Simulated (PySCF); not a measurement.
## Identify the compound

Molecular formula: C₉H₁₃F. Simulated spectra:

$^{1}$H NMR (400 MHz, computed): δ 5.04 (m, 1H), 5.03 (m, 1H), 4.69 (m, 1H), 4.49 (m, 1H), 2.43 (m, 1H), 2.31 (m, 1H), 2.27 (m, 1H), 2.01 (m, 1H), 2.00 (m, 1H), 1.92 (m, 1H), 1.79 (m, 1H), 1.70 (m, 1H), 1.29 (m, 1H).

$^{13}$C{$^{1}$H} NMR (computed): δ 182.0 (C), 156.8 (C), 114.5 (CH2), 93.8 (CH2), 49.7 (CH), 42.9 (CH2), 38.9 (CH2), 33.9 (CH2), 31.7 (CH2).

In vacuum, non-relativistic Hamiltonian, single conformer. Geometry: GFN2-xTB; NMR shieldings at PBE0/pcSseg-1/GIAO; PySCF 2.14.

δ = σ(ref) − σ, references computed at the same level: $^{1}$H and $^{13}$C vs TMS.

Problem. What is the structure?

Solution. 
- Rings plus π bonds: 3 (1 ring in the answer).
- 9 carbon signals for 9 carbons: no two carbons are equivalent.
- Carbon types of the structure: 2 × C, 1 × CH, 6 × CH2, which accounts for all hydrogens.
- δC 182.0, 156.8: fully substituted alkene carbon.
- δC 114.5, 93.8: terminal =CH2 carbon.
- δC 49.7: allylic sp3 CH; a saturated carbon with 3 carbon neighbours and no heteroatom attached.
- δC 42.9, 38.9: allylic sp3 CH2; saturated and bonded to C and H only.
- δC 33.9, 31.7: sp3 CH2 in a ring; saturated and bonded to C and H only.
- δH 2.43, 2.31, 2.27, 2.01: hydrogen on an allylic sp3 CH2; allylic position.
- δH 2.00: hydrogen on an allylic sp3 CH; allylic position.

These data were computed for SMILES C1CCC(=C)C[C@@H]1C(=C)F.

This is the structure that produced the data.

Splittings by $^{19}$F in the carbon and heteronuclear signals aren't shown, as no couplings were computed. Shifts are as computed. Against solution values, carbons near 30 ppm lie about +3 ppm off and those near 130 ppm about +5 ppm. Of 1211 compounds with measured shifts, 218 miss one by over three times the rms of a fit or turn the order of signals round; such compounds aren't used in these exercises. Multiplicities follow the n + 1 count of equivalent neighbours, as no J values were calculated; m marks all less simple cases, F and P coupling included.
